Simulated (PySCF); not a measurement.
A species of formula C8H12N2 has this rotational fingerprint, computed with PBE0/pcSseg-1 in PySCF (dipole) on a GFN2-xTB geometry, gas phase:

| Property | Result |
| --- | --- |
| Rotational constants | A = 2013, B = 1170, C = 869.1 MHz |
| Dipole components | \|μa\| = 0.39 D, \|μb\| = 4.26 D, \|μc\| = 0.25 D |
| Inertial defect | -101.69 u·Å² |
| κ | -0.47 |

Task: Which candidate fits, each taken in the one conformer that was computed?
A. `[CH2:1]=[CH:2][C:3]([CH:4]=[CH2:5])=[N:6]/[N:7]=[CH:8]/[CH2:9][CH3:10]` with C1–C2–C3–C4 -168°, C2–C3–C4–C5 179°, C3–N6–N7–C8 108°, N7–C8–C9–C10 -120°
B. `[CH3:1][c:2]1[cH:3][cH:4][n:5][n:6][c:7]1[CH:8]([CH3:9])[CH3:10]` with N6–C7–C8–C9 77°
C. `[CH3:1][c:2]1[cH:3][cH:4][n:5][n:6]1[CH:7]1[CH2:8][CH2:9][CH2:10]1` with N5–N6–C7–C8 -60°, N6–C7–C8–C9 132°, C7–C8–C9–C10 -14°, C8–C9–C10–C7 14°, N6–C7–C10–C9 -132°

Result: B. It is Cc1ccnnc1C(C)C, an asymmetric top, point group C1. The candidates at the same level (rigid rotor, commonest isotopes):

```json
{"SMILES": "Cc1ccnn1C1CCC1", "A (MHz)": "2638", "B (MHz)": "1008", "C (MHz)": "825.7", "μa (D)": "0.10", "μb (D)": "2.46", "μc (D)": "0.07", "Δ (u·Å²)": "-81.13", "point group": "C1", "rotor": "asymmetric top"}
{"SMILES": "C=CC(C=C)=N/N=C/CC", "A (MHz)": "2259", "B (MHz)": "671.2", "C (MHz)": "529.1", "μa (D)": "0.74", "μb (D)": "0.99", "μc (D)": "0.96", "Δ (u·Å²)": "-21.41", "point group": "C1", "rotor": "asymmetric top"}
{"SMILES": "Cc1ccnnc1C(C)C", "A (MHz)": "2013", "B (MHz)": "1170", "C (MHz)": "869.1", "μa (D)": "0.39", "μb (D)": "4.26", "μc (D)": "0.25", "Δ (u·Å²)": "-101.69", "point group": "C1", "rotor": "asymmetric top"}
```

`Cc1ccnn1C1CCC1` has A 31 % too high; `C=CC(C=C)=N/N=C/CC` has B 43 % too low. No structure here is proved a minimum.
